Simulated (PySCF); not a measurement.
# Partial charges of `C=C([S-])c1ccccc1`

C8H7S (charge -1).
Numbering: `[CH2:1]=[C:2]([S-:3])[c:4]1[cH:5][cH:6][cH:7][cH:8][cH:9]1` (hydrogens: H10, H11 on C1; H12 on C5; H13 on C6; H14 on C7; H15 on C8; H16 on C9)

Geometry (GFN2-xTB, Å), atoms numbered from 1 in this order:
```xyz
16
C8H7S angstrom
C      2.7448   -0.1551    0.6686
C      1.8858    0.2949   -0.2554
S      2.2868    1.1380   -1.6983
C      0.4266    0.1091   -0.1341
C     -0.3691    1.0793    0.4750
C     -1.7423    0.9419    0.5244
C     -2.3548   -0.1705   -0.0319
C     -1.5758   -1.1404   -0.6436
C     -0.2026   -1.0035   -0.6923
H      3.8078   -0.0121    0.5655
H      2.3984   -0.6791    1.5500
H      0.1075    1.9510    0.9040
H     -2.3449    1.7049    1.0042
H     -3.4319   -0.2790    0.0085
H     -2.0481   -2.0127   -1.0807
H      0.4042   -1.7579   -1.1754
```

Density: PBE0/pcSseg-1 (PySCF); schemes: Mulliken, IAO, Hirshfeld and ESP-fitted. The structure is a single GFN2-xTB conformer in the gas phase; no vibrational or solvent corrections. The pcSseg-1 basis has no diffuse functions, a weakness for an anion.

Q: At which atom do the 4 schemes differ most?

A: At C4: from -0.186 (Mulliken) to +0.492 e (ESP-fitted), 0.678 e apart.

Q: Do the Mulliken, IAO, Hirshfeld and ESP-fitted schemes agree on where the charge is lowest?

A: All schemes agree: Mulliken S3 (-0.484); IAO S3 (-0.560); Hirshfeld S3 (-0.527); ESP-fitted S3 (-0.664).

Q: For which atoms does the sign change between the 4 schemes (beyond +0.03 e in one, beyond −0.03 e in another)?

A: C4.

Q: Give the atomic charges in each scheme.

A: In e:

```tsv
atom	environment	Mulliken	IAO	Hirshfeld	ESP-fitted
C1	carbon bonded to C and 2 H	-0.148	-0.455	-0.217	-0.566
C2	fully substituted alkene carbon	-0.263	-0.083	-0.047	-0.026
S3	sulfur bonded to C	-0.484	-0.560	-0.527	-0.664
C4	substituted aromatic carbon	-0.186	+0.042	+0.010	+0.492
C5	aromatic CH carbon	+0.020	-0.157	-0.062	-0.424
C6	aromatic CH carbon	-0.096	-0.169	-0.076	-0.013
C7	aromatic CH carbon	-0.113	-0.193	-0.090	-0.321
C8	aromatic CH carbon	-0.096	-0.169	-0.076	-0.019
C9	aromatic CH carbon	+0.019	-0.158	-0.062	-0.423
H10	hydrogen on C1	+0.057	+0.125	+0.001	+0.166
H11	hydrogen on C1	+0.042	+0.106	-0.007	+0.115
H12	aromatic hydrogen	+0.043	+0.147	+0.035	+0.187
H13	aromatic hydrogen	+0.056	+0.127	+0.029	+0.089
H14	aromatic hydrogen	+0.049	+0.124	+0.024	+0.129
H15	aromatic hydrogen	+0.056	+0.127	+0.029	+0.092
H16	aromatic hydrogen	+0.043	+0.147	+0.035	+0.187
```

Mean size of the charges over all atoms: ESP-fitted 0.245 e, IAO 0.181 e, Mulliken 0.111 e, Hirshfeld 0.083 e. Each set sums to the total charge, -1, to within 0.001 e. The IAO scheme projects the occupied orbitals on a minimal set of polarised atomic orbitals and counts the electrons in each atom's part of it. The Hirshfeld scheme divides the density at each point in proportion to the densities of the neutral, spherically averaged free atoms.

Q: Sum the charges by element, for elements with more than one atom.

A: 
| element | atoms | Mulliken | IAO | Hirshfeld | ESP-fitted |
| --- | --- | --- | --- | --- | --- |
| C | 8 | -0.861 | -1.344 | -0.619 | -1.301 |
| H | 7 | +0.346 | +0.903 | +0.146 | +0.965 |

Q: How closely do the schemes follow one another over all atoms?

A: Correlation coefficient and root-mean-square difference: IAO with Hirshfeld 0.90, 0.109 e; IAO with ESP-fitted 0.86, 0.166 e; Mulliken with Hirshfeld 0.83, 0.084 e; Hirshfeld with ESP-fitted 0.77, 0.224 e; Mulliken with IAO 0.76, 0.139 e; Mulliken with ESP-fitted 0.45, 0.278 e.

Q: How many electrons does the IAO scheme count on S3?

A: Z − q = 16 − (-0.560) = 16.560.

These values come from a run that also computed NMR shieldings. The run took 55 s on one thread, x86-64 server, shared host.
